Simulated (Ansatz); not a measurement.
Ansatz (a first-principles code) job for C2H5O2, SMILES O[CH]CO, multiplicity 2, PBE-D3(BJ)/def2-SVP. 

Ansatz 0.2 input:
```yaml
crystal:
  periodic: [false, false, false]
  atoms:
    - {symbol: O, position_ang: [1.43655361, -0.01561138, -0.34257032]}
    - {symbol: C, position_ang: [0.48284354, -0.73849103, 0.32489707]}
    - {symbol: C, position_ang: [-0.90547368, -0.32125152, -0.01851670]}
    - {symbol: O, position_ang: [-1.11002769, 1.06793716, 0.13419076]}
    - {symbol: H, position_ang: [2.31701522, -0.29644446, -0.06412471]}
    - {symbol: H, position_ang: [0.71577286, -1.78062633, 0.57988159]}
    - {symbol: H, position_ang: [-1.15009915, -0.63871946, -1.06270790]}
    - {symbol: H, position_ang: [-1.61609710, -0.84626088, 0.64067791]}
    - {symbol: H, position_ang: [-0.34301823, 1.50190030, -0.26497278]}
basis:
  gaussian:
    orbitals: def2-SVP
hamiltonian:
  xc: pbe
  dispersion: d3bj
magnetization: {spin_polarized: true, initial_magnetization: 1}
relax: {f_tol: 0.002, max_steps: 200}
```

Output:

```
WARN ansatz: RAYON_NUM_THREADS=1 ignored (pool sized by the plan → 1); use --threads N
Functional definition: PBE
integrals: 0.03 GiB planned
892 factors; their error is unknown
mean field: 0.23 GiB planned
mean field evaluation 1: about -6228.4470 eV, gradient 4.1e1 eV
mean field evaluation 2: about -6217.7487 eV, gradient 6.7e1 eV
mean field evaluation 4: about -6235.5543 eV, gradient 3.7e0 eV
mean field evaluation 8: about -6235.5723 eV, gradient 1.7e-1 eV
mean field evaluation 16: about -6235.5724 eV, gradient 1.8e-5 eV
mean field -6235.57238276 eV, -229.1530584436 hartree, gradient 1.8e-5 eV, S^2 0.752410; 0 other end points of the search recorded, 0 dependent functions left out
the calculation of the forces begins
reference -6235.57240921 eV, -229.1530594157 hartree; 17, 16 occupied and 64, 65 virtual orbitals, 892 factors
relax step   1: F+E_penalty+E_count = -6235.70240263 eV  Δ(F+E_penalty+E_count) = +0.000e0 eV  max|allowed force component| = 4.426e-1 eV/Å  Δτ_max = 0.0000 Å  (30 SCF iters, accepted)
these checks for a lower state are left out or cut short: starts, cluster_reference, orbital_swaps, neighbouring_geometries, increment
integrals: 0.03 GiB planned
892 factors; their error is unknown
mean field: 0.23 GiB planned
mean field -6235.58130160 eV, -229.1533862048 hartree, gradient 1.3e-5 eV, S^2 0.752448; 0 other end points of the search recorded, 0 dependent functions left out
the calculation of the forces begins
reference -6235.58132811 eV, -229.1533871791 hartree; 17, 16 occupied and 64, 65 virtual orbitals, 892 factors
relax step   2: F+E_penalty+E_count = -6235.71112887 eV  Δ(F+E_penalty+E_count) = -8.726e-3 eV  max|allowed force component| = 1.495e-1 eV/Å  Δτ_max = 0.0086 Å  (33 SCF iters, accepted)
these checks for a lower state are left out or cut short: starts, cluster_reference, orbital_swaps, neighbouring_geometries, increment
integrals: 0.03 GiB planned
892 factors; their error is unknown
mean field: 0.23 GiB planned
mean field -6235.58268667 eV, -229.1534371052 hartree, gradient 1.3e-5 eV, S^2 0.752463; 0 other end points of the search recorded, 0 dependent functions left out
the calculation of the forces begins
reference -6235.58271318 eV, -229.1534380798 hartree; 17, 16 occupied and 64, 65 virtual orbitals, 892 factors
relax step   3: F+E_penalty+E_count = -6235.71246656 eV  Δ(F+E_penalty+E_count) = -1.338e-3 eV  max|allowed force component| = 3.425e-2 eV/Å  Δτ_max = 0.0064 Å  (33 SCF iters, accepted)
these checks for a lower state are left out or cut short: starts, cluster_reference, orbital_swaps, neighbouring_geometries, increment
integrals: 0.03 GiB planned
892 factors; their error is unknown
mean field: 0.23 GiB planned
mean field evaluation 32: about -6235.6224 eV, gradient 3.3e-1 eV
mean field -6235.58270334 eV, -229.1534377181 hartree, gradient 1.3e-5 eV, S^2 0.752463; 0 other end points of the search recorded, 0 dependent functions left out
the calculation of the forces begins
reference -6235.58272984 eV, -229.1534386918 hartree; 17, 16 occupied and 64, 65 virtual orbitals, 892 factors
relax step   4: F+E_penalty+E_count = -6235.71252075 eV  Δ(F+E_penalty+E_count) = -5.419e-5 eV  max|allowed force component| = 3.516e-2 eV/Å  Δτ_max = 0.0055 Å  (33 SCF iters, accepted)
these checks for a lower state are left out or cut short: starts, cluster_reference, orbital_swaps, neighbouring_geometries, increment
integrals: 0.03 GiB planned
892 factors; their error is unknown
mean field: 0.23 GiB planned
mean field -6235.58276825 eV, -229.1534401032 hartree, gradient 1.3e-5 eV, S^2 0.752467; 0 other end points of the search recorded, 0 dependent functions left out
the calculation of the forces begins
reference -6235.58279474 eV, -229.1534410767 hartree; 17, 16 occupied and 64, 65 virtual orbitals, 892 factors
relax step   5: F+E_penalty+E_count = -6235.71259245 eV  Δ(F+E_penalty+E_count) = -7.170e-5 eV  max|allowed force component| = 7.189e-3 eV/Å  Δτ_max = 0.0020 Å  (25 SCF iters, accepted)
these checks for a lower state are left out or cut short: starts, cluster_reference, orbital_swaps, neighbouring_geometries, increment
integrals: 0.03 GiB planned
892 factors; their error is unknown
mean field: 0.23 GiB planned
mean field -6235.58277250 eV, -229.1534402595 hartree, gradient 1.2e-5 eV, S^2 0.752468; 0 other end points of the search recorded, 0 dependent functions left out
the calculation of the forces begins
reference -6235.58279899 eV, -229.1534412330 hartree; 17, 16 occupied and 64, 65 virtual orbitals, 892 factors
relax step   6: F+E_penalty+E_count = -6235.71259640 eV  Δ(F+E_penalty+E_count) = -3.944e-6 eV  max|allowed force component| = 2.039e-3 eV/Å  Δτ_max = 0.0011 Å  (24 SCF iters, accepted)
these checks for a lower state are left out or cut short: starts, cluster_reference, orbital_swaps, neighbouring_geometries, increment
integrals: 0.03 GiB planned
892 factors; their error is unknown
mean field: 0.23 GiB planned
mean field -6235.58277852 eV, -229.1534404807 hartree, gradient 2.4e-5 eV, S^2 0.752469; 0 other end points of the search recorded, 0 dependent functions left out
the calculation of the forces begins
reference -6235.58280500 eV, -229.1534414541 hartree; 17, 16 occupied and 64, 65 virtual orbitals, 892 factors
relax step   7: F+E_penalty+E_count = -6235.71259778 eV  Δ(F+E_penalty+E_count) = -1.385e-6 eV  max|allowed force component| = 1.624e-3 eV/Å  Δτ_max = 0.0009 Å  (24 SCF iters, accepted)
integrals: 0.03 GiB planned
892 factors; their error is unknown
mean field: 0.23 GiB planned
mean field evaluation 64: about -6235.6222 eV, gradient 5.0e-1 eV
mean field -6235.58277852 eV, -229.1534404807 hartree, gradient 2.4e-5 eV, S^2 0.752469; 1 other end points of the search recorded, 0 dependent functions left out
the calculation of the forces begins
reference -6235.58280500 eV, -229.1534414541 hartree; 17, 16 occupied and 64, 65 virtual orbitals, 892 factors
Total energy: -6235.71262427 eV, -229.1582122240 hartree
Atom 0 at     1.437529    -0.013484    -0.357332 Å, force     0.000028    -0.001624     0.001250 eV/Å
Atom 1 at     0.482144    -0.736908     0.320156 Å, force     0.001198     0.000252    -0.000666 eV/Å
Atom 2 at    -0.906500    -0.319454    -0.020875 Å, force    -0.000207     0.001127     0.000416 eV/Å
Atom 3 at    -1.117324     1.074741     0.138630 Å, force     0.000662    -0.000380     0.000090 eV/Å
Atom 4 at     2.320419    -0.298017    -0.061965 Å, force    -0.000863     0.000459    -0.000701 eV/Å
Atom 5 at     0.720919    -1.780131     0.598906 Å, force    -0.000098     0.000370     0.000291 eV/Å
Atom 6 at    -1.157468    -0.638721    -1.074684 Å, force     0.000162    -0.000105    -0.000565 eV/Å
Atom 7 at    -1.620000    -0.855595     0.640302 Å, force     0.000079    -0.000028    -0.000245 eV/Å
Atom 8 at    -0.332250     1.500001    -0.256383 Å, force    -0.000962    -0.000071     0.000128 eV/Å
Dipole moment:     0.508099    -0.313437    -0.050735 e Å
```

Self-consistency was reached.

Cost: around 22 core-seconds (rough).
